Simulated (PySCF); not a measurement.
# Radial density of Mn⁺ (manganese, charge +1)

UHF, [Ar] 3d5 4s1, high-spin 7S determinant. Calculation: PySCF 2.14, in cc-pVDZ-DK; the spin-free X2C one-electron Hamiltonian (Gaussian nucleus).

```csv
r (bohr),4πr²ρ (e/bohr),4πr²(ρα − ρβ)
0.00108,0.2154,0.0001
0.00182,0.5452,0.0002
0.00306,1.351,0.0006
0.00515,3.228,0.0014
0.00867,7.258,0.0032
0.0146,14.64,0.0062
0.0245,24.46,0.0095
0.0413,30.10,0.0088
0.0694,25.40,0.0047
0.117,24.82,0.0470
0.196,33.26,0.3103
0.330,18.71,1.3847
0.555,12.69,3.6558
0.934,12.84,3.9842
1.57,3.344,1.8976
2.64,0.6882,0.6625
4.45,0.1117,0.1117
7.48,0.001091,0.0011
```

Densities and radii are taken from the X2C orbitals without a picture-change correction, which distorts them close to the nucleus.
